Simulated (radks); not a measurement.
Values are calculated unless marked as measured or tabulated.
Question: The gadolinium ion Gd+, 63 electrons, occupied as [Xe] 4f7.25 5d0.75 6s1 (fractional occupations, a model configuration). Code: a radial shooting solver on a logarithmic mesh with Libxc functionals. Model: Dirac Kohn-Sham, PBE, spin-unpolarised, spherical densities, finite nucleus; open shells fill j = l - 1/2 first; Fermi nuclear charge, rms radius 5.1569 fm. Some entries of the table are withheld. Estimate them.

orbital  occ.  eigenvalue (eV)  r(max) (bohr)  <r^2> (bohr^2)
1s1/2       2        -50046.53        0.01392       0.0006550
2s1/2       2        -8262.694        0.07917         0.01022
2p1/2       2        -7846.572        0.05981        0.007417
2p3/2       4        -7150.716        0.06564        0.008651
3s1/2       2        -1834.597         0.2245             (1)
3p1/2       2        -1654.138         0.2117         0.06348
3p3/2       4        -1511.394         0.2240         0.07055
3d3/2       4        -1199.618         0.1780         0.05633
3d5/2       6        -1168.517         0.1815         0.05831
4s1/2       2        -372.8273         0.5161          0.3454
4p1/2       2              (2)         0.5205          0.3635
4p3/2       4              (3)         0.5466          0.4023
4d3/2       4        -155.0866            (4)          0.4620
4d5/2       6        -149.3604            (5)          0.4774
5s1/2       2         -54.9319          1.201           2.019
5p1/2       2         -35.7559            (6)           2.569
5p3/2       4         -31.4824            (7)           2.909
4f5/2       6         -13.6278            (8)           1.016
4f7/2    1.25         -12.8895            (9)           1.053
6s1/2       1          -9.0999          3.248           15.42
5d3/2    0.75          -8.1932          1.929           7.986
5d5/2       0          -7.8991          1.976           8.418

Answer: 
(1) 3s1/2 <r^2> (bohr^2): 0.06815
(2) 4p1/2 eigenvalue (eV): -302.5660
(3) 4p3/2 eigenvalue (eV): -270.8500
(4) 4d3/2 r(max) (bohr): 0.5545
(5) 4d5/2 r(max) (bohr): 0.5630
(6) 5p1/2 r(max) (bohr): 1.309
(7) 5p3/2 r(max) (bohr): 1.386
(8) 4f5/2 r(max) (bohr): 0.5666
(9) 4f7/2 r(max) (bohr): 0.5716
